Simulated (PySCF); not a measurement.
AlB₂ClH₃, AlBClH₄Si, AlBH₅Si, CH₉AlSi₂ and others (calculated)

Computed with PySCF 2.14.0. Calculation on a computer-drawn molecule: optimised geometry and harmonic frequencies of an isolated molecule of the commonest isotopes, restricted reference for singlets and unrestricted otherwise, frozen core in MP2.

Common to all runs: basis cc-pV(D+d)Z.

(1) AlB₂ClH₃

Start structure:
```xyz
7
AlB2ClH3
Al     0.8656    -0.2691     0.6966
B     -0.2214    -0.2467    -1.2153
B     -1.8061    -0.7562    -1.4883
Cl    -3.3387    -1.2706    -1.6496
H      0.7234     1.0381     1.5447
H      1.6633    -1.5850     0.9796
H      0.3302     0.1624    -2.1956
```

```
charge                                        : 1
multiplicity                                  : 1
method                                        : MP2
rotational constants                          : 18.68, 1.276, 1.218 GHz
total energy                                  : -752.5670 hartree
convergence status largest gradient component : 3.166e-05 hartree/bohr
```

Drawn bonds:
| atom | other atom | order |
| --- | --- | --- |
| 1 | 2 | 1 |
| 2 | 3 | 1 |
| 3 | 4 | 1 |
| 1 | 5 | 1 |
| 1 | 6 | 1 |
| 2 | 7 | 1 |

Optimised structure:
```xyz
7
AlB2ClH3
Al     0.8419    -0.2751     0.6865
B     -0.2104    -0.2380    -1.2371
B     -1.7820    -0.7470    -1.4894
Cl    -3.3188    -1.2811    -1.5693
H      0.6773     1.0373     1.5242
H      1.6238    -1.6050     0.9542
H      0.3846     0.1817    -2.1970
```

Modes:
| frequency (cm⁻¹) | reduced mass (dalton) |
| --- | --- |
| 73.93 | 7.749 |
| 123.4 | 1.168 |
| 277.9 | 3.08 |
| 304.7 | 1.06 |
| 331.2 | 7.511 |
| 423.3 | 2.475 |
| 590.2 | 1.474 |
| 666.2 | 1.754 |
| 671 | 3.489 |
| 733.7 | 1.123 |
| 782.5 | 1.477 |
| 1329 | 9.95 |
| 2015 | 1.019 |
| 2049 | 1.066 |
| 2690 | 1.09 |

(2) AlBClH₄Si

Start structure:
```xyz
8
AlBClH4Si
Al     0.2881    -0.4923     0.5200
B      1.7415    -0.7940    -0.8267
Si     1.4228    -0.3644    -2.6471
Cl    -0.3829    -0.7512    -3.4544
H     -1.1606    -0.9356     0.0271
H      0.5216     0.1862     1.9944
H      2.6366    -1.5713    -0.5807
H      2.1671     0.7115    -3.2827
```

```
charge                                        : 1
multiplicity                                  : 1
method                                        : HF
rotational constants                          : 8.508, 1.149, 1.061 GHz
total energy                                  : -1017.0906 hartree
convergence status largest gradient component : 1.966e-05 hartree/bohr
```

Drawn bonds:
| atom | other atom | order |
| --- | --- | --- |
| 1 | 2 | 1 |
| 2 | 3 | 1 |
| 3 | 4 | 1 |
| 1 | 5 | 1 |
| 1 | 6 | 1 |
| 2 | 7 | 1 |
| 3 | 8 | 1 |

Optimised structure:
```xyz
8
AlBClH4Si
Al     0.1610    -0.4865     0.8111
B      1.4276    -0.9806    -0.9189
Si     1.4328    -0.1691    -2.7346
Cl     0.2139    -0.8464    -4.1420
H     -1.1669    -1.3085     0.9075
H      0.7384     0.6230     1.7521
H      2.2354    -1.8557    -0.7742
H      2.1920     1.0125    -3.1511
```

Modes:
| frequency (cm⁻¹) | reduced mass (dalton) |
| --- | --- |
| 61.66 | 6.724 |
| 109.3 | 1.162 |
| 137.1 | 3.246 |
| 197.9 | 2.577 |
| 360.8 | 1.118 |
| 396.6 | 3.835 |
| 470.1 | 1.183 |
| 621.2 | 3.97 |
| 630.4 | 1.444 |
| 680.8 | 1.774 |
| 723.8 | 3.529 |
| 780.3 | 1.073 |
| 816.3 | 1.228 |
| 880.4 | 1.356 |
| 2047 | 1.019 |
| 2071 | 1.065 |
| 2417 | 1.044 |
| 2723 | 1.089 |

(3) AlBH₅Si

Start structure:
```xyz
8
AlBH5Si
Al     0.6818    -2.8762    -0.5059
B     -0.4562    -1.3924    -1.4928
Si    -2.0947    -0.6578    -0.9122
H      1.9237    -2.6519     0.3625
H      0.5227    -4.3559    -0.4703
H     -0.0290    -1.0859    -2.5685
H     -2.7971    -0.9647     0.3608
H     -3.0496     0.2757    -1.5245
```

```
charge                                        : 0
multiplicity                                  : 2
method                                        : HF
rotational constants                          : 26.58, 2.387, 2.263 GHz
total energy                                  : -558.3665 hartree
spin squared                                  : 0.7621
convergence status largest gradient component : 1.467e-05 hartree/bohr
```

Drawn bonds:
| atom | other atom | order |
| --- | --- | --- |
| 1 | 2 | 1 |
| 2 | 3 | 1 |
| 1 | 4 | 1 |
| 1 | 5 | 1 |
| 2 | 6 | 1 |
| 3 | 7 | 1 |
| 3 | 8 | 1 |

Optimised structure:
```xyz
8
AlBH5Si
Al     0.7185    -2.9022    -0.4657
B     -0.4670    -1.4673    -1.5184
Si    -2.1165    -0.6733    -0.8706
H      1.8892    -2.4496     0.5066
H      0.4687    -4.4608    -0.6366
H     -0.1286    -1.0853    -2.6099
H     -2.7253    -0.9900     0.4391
H     -2.9373     0.3194    -1.5955
```

Modes:
| frequency (cm⁻¹) | reduced mass (dalton) |
| --- | --- |
| 98.31 | 1.11 |
| 131.5 | 3.506 |
| 231 | 1.093 |
| 265.7 | 1.215 |
| 443.5 | 1.127 |
| 450.7 | 3.231 |
| 528.3 | 1.144 |
| 676.6 | 1.444 |
| 689 | 1.34 |
| 765.8 | 2.556 |
| 840.8 | 1.069 |
| 952.1 | 1.655 |
| 1036 | 1.063 |
| 1954 | 1.058 |
| 1961 | 1.026 |
| 2326 | 1.03 |
| 2331 | 1.052 |
| 2670 | 1.089 |

(4) CH₉AlSi₂

Start structure:
```xyz
13
CH9AlSi2
Al     2.3452    -1.4265    -0.4616
C      0.9167    -1.4343     0.9285
Si    -0.7928    -1.5871     0.1077
Si     1.1253     0.1700     1.9177
H      2.1444    -2.1966    -1.7931
H      3.7216    -0.6728    -0.3693
H      1.0111    -2.1899     1.6158
H     -1.0065    -0.5316    -0.9035
H     -1.8910    -1.6024     1.0635
H     -0.8897    -2.9580    -0.6014
H      0.9213     1.2748     1.0099
H      0.1046     0.2446     3.0597
H      2.3974     0.2879     2.5723
```

```
charge                                        : 0
multiplicity                                  : 1
method                                        : HF
rotational constants                          : 2.826, 2.733, 1.51 GHz
total energy                                  : -862.8962 hartree
convergence status largest gradient component : 1.647e-05 hartree/bohr
```

Drawn bonds:
| atom | other atom | order |
| --- | --- | --- |
| 1 | 2 | 1 |
| 2 | 3 | 1 |
| 2 | 4 | 1 |
| 1 | 5 | 1 |
| 1 | 6 | 1 |
| 2 | 7 | 1 |
| 3 | 8 | 1 |
| 3 | 9 | 1 |
| 3 | 10 | 1 |
| 4 | 11 | 1 |
| 4 | 12 | 1 |
| 4 | 13 | 1 |

Optimised structure:
```xyz
13
CH9AlSi2
Al     2.3582    -1.5455    -0.4840
C      0.9033    -1.3661     0.8333
Si    -0.8048    -1.4573     0.0422
Si     1.1057     0.1175     1.9759
H      3.3279    -2.7894    -0.3933
H      2.5474    -0.4631    -1.6196
H      0.9915    -2.2577     1.4733
H     -1.1162    -0.2000    -0.6787
H     -1.8611    -1.6955     1.0551
H     -0.8646    -2.5693    -0.9441
H      0.9611     1.3842     1.2191
H      0.1032     0.1081     3.0692
H      2.4560     0.1123     2.5978
```

Modes:
| frequency (cm⁻¹) | reduced mass (dalton) |
| --- | --- |
| 32.77 | 1.066 |
| 66.65 | 1.041 |
| 112.1 | 1.06 |
| 134.4 | 3.429 |
| 162.3 | 3.56 |
| 213.7 | 2.521 |
| 450.9 | 2.742 |
| 523 | 1.286 |
| 615.7 | 1.2 |
| 627.9 | 1.117 |
| 639.5 | 1.8 |
| 677 | 1.304 |
| 793.2 | 1.511 |
| 838.3 | 2.493 |
| 844.4 | 1.067 |
| 863.6 | 1.82 |
| 1012 | 1.073 |
| 1027 | 1.048 |
| 1029 | 1.113 |
| 1038 | 1.042 |
| 1039 | 1.043 |
| 1059 | 1.097 |
| 1073 | 1.289 |
| 1148 | 1.31 |
| 1989 | 1.06 |
| 1993 | 1.024 |
| 2269 | 1.045 |
| 2275 | 1.046 |
| 2292 | 1.046 |
| 2301 | 1.048 |
| 2303 | 1.027 |
| 2313 | 1.027 |
| 3139 | 1.081 |

(5) Al₂ClH₂O

Start structure:
```xyz
6
Al2ClH2O
Al    -0.1740     0.3385    -1.0147
O     -1.4428    -0.1318    -0.1093
Al    -2.7485    -0.6406     0.8814
Cl    -2.9807    -1.7453     2.5854
H     -0.1362    -0.0406    -2.5151
H      0.9903     1.1697    -0.4399
```

```
charge                                        : 0
multiplicity                                  : 2
method                                        : HF
rotational constants                          : 12.27, 1.303, 1.2 GHz
total energy                                  : -1019.5362 hartree
spin squared                                  : 0.7527
convergence status largest gradient component : 2.145e-05 hartree/bohr
```

Drawn bonds:
| atom | other atom | order |
| --- | --- | --- |
| 1 | 2 | 1 |
| 2 | 3 | 1 |
| 3 | 4 | 1 |
| 1 | 5 | 1 |
| 1 | 6 | 1 |

Optimised structure:
```xyz
6
Al2ClH2O
Al    -0.1910     0.3080    -0.9835
O     -1.5581     0.0541    -0.0265
Al    -2.8576    -0.2920     0.9666
Cl    -2.7185    -1.9795     2.2637
H     -0.1245    -0.3725    -2.4020
H      0.9579     1.2319    -0.4304
```

Modes:
| frequency (cm⁻¹) | reduced mass (dalton) |
| --- | --- |
| 62.84 | 9.136 |
| 64.45 | 1.094 |
| 117.5 | 5.067 |
| 240.7 | 12.97 |
| 469.7 | 19.54 |
| 590.8 | 11.19 |
| 609.9 | 1.265 |
| 676.3 | 1.198 |
| 858.2 | 1.098 |
| 1103 | 16.49 |
| 2005 | 1.062 |
| 2014 | 1.023 |

(6) Al₂ClH₂O

Start structure:
```xyz
6
Al2ClH2O
Al    -0.1910     0.3080    -0.9835
O     -1.5581     0.0541    -0.0265
Al    -2.8576    -0.2920     0.9666
Cl    -2.7185    -1.9795     2.2637
H     -0.1245    -0.3725    -2.4020
H      0.9579     1.2319    -0.4304
```

```
charge                                        : 0
multiplicity                                  : 2
method                                        : MP2
rotational constants                          : 13.02, 1.252, 1.163 GHz
total energy                                  : -1019.9605 hartree
spin squared                                  : 0.7528
convergence status largest gradient component : 1.395e-05 hartree/bohr
```

Drawn bonds:
| atom | other atom | order |
| --- | --- | --- |
| 1 | 2 | 1 |
| 2 | 3 | 1 |
| 3 | 4 | 1 |
| 1 | 5 | 1 |
| 1 | 6 | 1 |

Optimised structure:
```xyz
6
Al2ClH2O
Al    -0.1666     0.3185    -1.0057
O     -1.5351     0.0275    -0.0181
Al    -2.8592    -0.3157     0.9877
Cl    -2.7822    -1.9855     2.3033
H     -0.1170    -0.3522    -2.4287
H      0.9683     1.2574    -0.4506
```

Modes:
| frequency (cm⁻¹) | reduced mass (dalton) |
| --- | --- |
| 45.8 | 9.107 |
| 70.8 | 1.854 |
| 85.18 | 1.823 |
| 209.4 | 15.29 |
| 456.1 | 17.38 |
| 573.1 | 1.233 |
| 574.6 | 12.74 |
| 647.2 | 1.179 |
| 822.5 | 1.094 |
| 1045 | 16.68 |
| 1989 | 1.023 |
| 1994 | 1.063 |

(7) AlClH₃OSi

Start structure:
```xyz
7
AlClH3OSi
Al     0.8912    -0.7936     2.8128
O      0.3978    -1.2164     1.2634
Si    -0.2890    -1.7758    -0.1216
Cl    -1.7191    -3.1110     0.2834
H      0.1324     0.3721     3.5642
H      2.0057    -1.5008     3.4737
H     -0.8343    -0.6092    -0.7991
```

```
charge                                        : 0
multiplicity                                  : 2
method                                        : HF
rotational constants                          : 8.794, 1.515, 1.327 GHz
total energy                                  : -1067.0857 hartree
spin squared                                  : 0.7541
convergence status largest gradient component : 2.207e-05 hartree/bohr
```

Drawn bonds:
| atom | other atom | order |
| --- | --- | --- |
| 1 | 2 | 1 |
| 2 | 3 | 1 |
| 3 | 4 | 1 |
| 1 | 5 | 1 |
| 1 | 6 | 1 |
| 3 | 7 | 1 |

Optimised structure:
```xyz
7
AlClH3OSi
Al     0.8658    -0.7739     2.8529
O      0.3566    -1.1680     1.2829
Si    -0.2330    -1.7540    -0.1043
Cl    -1.7843    -3.0825     0.3171
H      0.0827     0.3496     3.6209
H      2.1088    -1.5369     3.4356
H     -0.8118    -0.6690    -0.9282
```

Modes:
| frequency (cm⁻¹) | reduced mass (dalton) |
| --- | --- |
| 28.45 | 1.129 |
| 54.09 | 8.551 |
| 76.5 | 3.248 |
| 279.8 | 12.76 |
| 517.3 | 13.79 |
| 581.1 | 6.997 |
| 601.5 | 1.22 |
| 674.2 | 1.188 |
| 764.1 | 1.189 |
| 838.1 | 1.089 |
| 865.5 | 1.158 |
| 1129 | 14.86 |
| 2027 | 1.06 |
| 2031 | 1.026 |
| 2283 | 1.043 |

(8) AlClH₃OSi

Start structure:
```xyz
7
AlClH3OSi
Al     0.8658    -0.7739     2.8529
O      0.3566    -1.1680     1.2829
Si    -0.2330    -1.7540    -0.1043
Cl    -1.7843    -3.0825     0.3171
H      0.0827     0.3496     3.6209
H      2.1088    -1.5369     3.4356
H     -0.8118    -0.6690    -0.9282
```

```
charge                                        : 0
multiplicity                                  : 2
method                                        : MP2
rotational constants                          : 7.59, 1.654, 1.389 GHz
total energy                                  : -1067.5456 hartree
spin squared                                  : 0.7543
convergence status largest gradient component : 2.477e-06 hartree/bohr
```

Drawn bonds:
| atom | other atom | order |
| --- | --- | --- |
| 1 | 2 | 1 |
| 2 | 3 | 1 |
| 3 | 4 | 1 |
| 1 | 5 | 1 |
| 1 | 6 | 1 |
| 3 | 7 | 1 |

Optimised structure:
```xyz
7
AlClH3OSi
Al     0.7950    -0.7365     2.8600
O      0.1970    -0.7529     1.2409
Si    -0.1877    -1.6077    -0.1137
Cl    -1.2465    -3.3258     0.3916
H      0.5963     0.5998     3.6583
H      1.5140    -2.0186     3.4147
H     -1.0832    -0.7931    -0.9749
```

Modes:
| frequency (cm⁻¹) | reduced mass (dalton) |
| --- | --- |
| 39.84 | 2.138 |
| 57.54 | 2.267 |
| 99.36 | 2.615 |
| 265.4 | 10.13 |
| 513.7 | 10.76 |
| 560.5 | 1.547 |
| 590.3 | 3 |
| 645 | 1.18 |
| 723.7 | 1.202 |
| 798 | 1.099 |
| 826.6 | 1.168 |
| 1039 | 14.23 |
| 2002 | 1.028 |
| 2015 | 1.059 |
| 2236 | 1.043 |

(9) AlBH₄NSi

Start structure:
```xyz
8
AlBH4NSi
Al     0.9602     1.3469    -2.3639
N     -0.0921     1.1864    -0.9705
B     -0.9024     1.1901     0.0122
Si    -2.2007     0.9654     1.4437
H      1.9754     1.4947    -3.4202
H     -3.0843     2.0843     1.4491
H     -1.4940     0.9605     2.7327
H     -2.8789    -0.2861     1.3242
```

```
charge                                        : 1
multiplicity                                  : 1
method                                        : HF
rotational constants                          : 83.58, 1.264, 1.264 GHz
total energy                                  : -612.1197 hartree
convergence status largest gradient component : 2.691e-05 hartree/bohr
```

Drawn bonds:
| atom | other atom | order |
| --- | --- | --- |
| 1 | 2 | 2 |
| 2 | 3 | 1 |
| 3 | 4 | 1 |
| 1 | 5 | 1 |
| 4 | 6 | 1 |
| 4 | 7 | 1 |
| 4 | 8 | 1 |

Optimised structure:
```xyz
8
AlBH4NSi
Al     0.9902     1.3649    -2.2863
N     -0.0884     1.2284    -1.0104
B     -0.9104     1.1246    -0.0381
Si    -2.2248     0.9585     1.5165
H      1.9791     1.4901    -3.4558
H     -3.1208     2.1222     1.4197
H     -1.4106     0.9712     2.7426
H     -2.9311    -0.3177     1.3190
```

Modes:
| frequency (cm⁻¹) | reduced mass (dalton) |
| --- | --- |
| 88.49 | 4.842 |
| 88.5 | 4.842 |
| 298 | 3.24 |
| 298 | 3.24 |
| 391.3 | 9.455 |
| 463.1 | 1.205 |
| 463.1 | 1.205 |
| 666.6 | 1.418 |
| 666.6 | 1.418 |
| 926.6 | 10.2 |
| 969.2 | 1.119 |
| 1011 | 1.037 |
| 1011 | 1.037 |
| 1941 | 11.75 |
| 2184 | 1.054 |
| 2361 | 1.015 |
| 2374 | 1.053 |
| 2374 | 1.053 |

(10) Al₂BH₄O

Start structure:
```xyz
8
Al2BH4O
Al    -0.4009    -1.6712    -2.2065
B     -0.7519    -0.9950    -0.3242
O      0.3021    -0.3646     0.2466
Al     1.4728     0.4353     1.1279
H      0.2056    -2.2195    -3.5573
H     -1.8511    -0.4916    -0.3016
H      1.1793     1.8195     1.8456
H      2.7461    -0.3298     1.3280
```

```
charge                                        : 0
multiplicity                                  : 2
method                                        : HF
rotational constants                          : 21.31, 1.488, 1.435 GHz
total energy                                  : -585.7475 hartree
spin squared                                  : 0.7745
convergence status largest gradient component : 6.428e-06 hartree/bohr
```

Drawn bonds:
| atom | other atom | order |
| --- | --- | --- |
| 1 | 2 | 1 |
| 2 | 3 | 1 |
| 3 | 4 | 1 |
| 1 | 5 | 1 |
| 2 | 6 | 1 |
| 4 | 7 | 1 |
| 4 | 8 | 1 |

Optimised structure:
```xyz
8
Al2BH4O
Al    -0.5438    -1.0991    -2.7059
B     -0.6234    -0.8481    -0.5400
O      0.3726    -0.2555     0.1460
Al     1.4561     0.4637     1.2239
H     -0.0284    -2.4463    -3.3995
H     -1.6117    -1.1909     0.0804
H      1.3500     2.0147     1.4466
H      2.5307    -0.4554     1.9070
```

Modes:
| frequency (cm⁻¹) | reduced mass (dalton) |
| --- | --- |
| 68.96 | 5.802 |
| 83.92 | 2.422 |
| 98.66 | 1.095 |
| 165.1 | 1.727 |
| 227.4 | 3.641 |
| 430.5 | 1.066 |
| 491.2 | 5.114 |
| 600.3 | 1.229 |
| 665.8 | 1.168 |
| 713.2 | 4.684 |
| 807.9 | 1.571 |
| 847.4 | 1.15 |
| 1174 | 1.254 |
| 1386 | 11.54 |
| 1897 | 1.046 |
| 2026 | 1.064 |
| 2030 | 1.023 |
| 2562 | 1.086 |
